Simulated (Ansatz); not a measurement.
Ligand exchange: InH3 + CH8O3Si2 → InH2(OH) + CH8O2Si2

Species: InH3 `[InH3]`, singlet; CH8O3Si2 `CO[SiH](O)[SiH2]O`, singlet; InH2(OH), singlet; CH8O2Si2 `CO[SiH2][SiH2]O`, singlet. The partners trade H for OH: In–H and Si–OH bonds give way to In–OH and Si–H.

Shapes, held fixed at every level: PBE0-D4/def2-TZVP. Flexible molecules stand in one conformer, not always the lowest. Programs: Ansatz 0.2.0. Electronic energies: no zero-point or thermal term.

```json
{"level": "HF/def2-TZVPP", "kind": "Hartree–Fock", "ΔE (kJ/mol)": "+78.5", "less CCSD(T)/def2-TZVPP": "+14.4"}
{"level": "PBE-D4/def2-TZVPP", "kind": "GGA", "ΔE (kJ/mol)": "+54.9", "less CCSD(T)/def2-TZVPP": "-9.2"}
{"level": "B3LYP-D4/def2-TZVPP", "kind": "global hybrid", "ΔE (kJ/mol)": "+64.7", "less CCSD(T)/def2-TZVPP": "+0.6"}
{"level": "PBE0-D4/def2-TZVPP", "kind": "global hybrid", "ΔE (kJ/mol)": "+65.8", "less CCSD(T)/def2-TZVPP": "+1.7"}
{"level": "wB97M-V/def2-TZVPP", "kind": "range-separated hybrid", "ΔE (kJ/mol)": "+69.4", "less CCSD(T)/def2-TZVPP": "+5.3"}
{"level": "MP2/def2-TZVPP", "kind": "perturbation theory", "ΔE (kJ/mol)": "+62.0", "less CCSD(T)/def2-TZVPP": "-2.1"}
{"level": "CCSD/def2-TZVPP", "kind": "coupled cluster or CI", "ΔE (kJ/mol)": "+67.3", "less CCSD(T)/def2-TZVPP": "+3.2"}
{"level": "CCSD(T)/def2-TZVPP", "kind": "coupled cluster or CI", "ΔE (kJ/mol)": "+64.1", "less CCSD(T)/def2-TZVPP": "0.0"}
```

The highest level, CCSD(T)/def2-TZVPP, gives ΔE = +64.1 kJ/mol; the levels span +54.9 to +78.5. The column of differences is taken from that level and isn't an error. No measured value is set beside it here. For atoms past krypton def2 sets carry core potentials with scalar relativity. Outer-core shells of In are correlated in most correlated rows, in sets that cover them unevenly.
